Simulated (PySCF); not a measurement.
Sb(I)3 cation (I3Sb), SMILES [I][Sb]([I])[I] (connectivity only; charge and spin as stated), charge +1, multiplicity 2.

Coordinates come from a B3LYP-D3(BJ)/def2-SVP optimisation. The spin state was assumed, not searched. The isomer is the one that the SMILES or the coordinates give; other isomers of the formula were not compared. The def2 effective core potentials stand for the cores of I, Sb; spin–orbit coupling is left out.

Computed with PBE/def2-TZVP in PySCF.

Isolated molecule, no solvent.

**Question.** Estimate the frontier levels, dipole moment and polarisability. (Estimate from the structure and the level; the computed values follow.)

**Answer.** 
```yaml
"α spin, highest occupied and lowest empty level": -11.24 and -8.40 eV
"β spin, highest occupied and lowest empty level": -11.18 and -10.80 eV
dipole_moment_about_the_centre_of_nuclear_charge: 0.59 D
mean_static_polarisability: 159.4 bohr³ (23.62 Å³)
polarisability_principal_values: 89.8, 194.1, 194.1 bohr³
"⟨S²⟩": 0.753 (pure state 0.75)
```
